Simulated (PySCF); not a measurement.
C3H11ClSi2, SMILES [SiH2](C)[Si@@H](Cl)CC. Geometry optimised at B3LYP-D3(BJ)/def2-SVP. The structure was generated by enumeration; whether it is a known compound was not checked. Other conformers were not sampled.

Computed equilibrium geometry at B3LYP-D3(BJ)/def2-SVP (PySCF confirms it by a frequency run) as Cartesian coordinates in Å (one conformer of several):
```xyz
17

C     -3.0170     0.5871     0.2767
C     -2.0760    -0.2515    -0.5997
Si    -0.2845     0.3347    -0.5283
Cl     0.8894    -0.9267    -1.7405
Si     0.6724     0.1975     1.6109
C      2.5465     0.3872     1.4789
H     -2.7272     0.5469     1.3397
H     -4.0567     0.2294     0.2077
H     -3.0147     1.6480    -0.0231
H     -2.0927    -1.3108    -0.2909
H     -2.3991    -0.2331    -1.6549
H     -0.1743     1.7100    -1.1006
H      0.3162    -1.1403     2.1774
H      0.0865     1.2400     2.5102
H      2.8113     1.3978     1.1300
H      3.0377     0.2161     2.4494
H      2.9403    -0.3387     0.7507
```
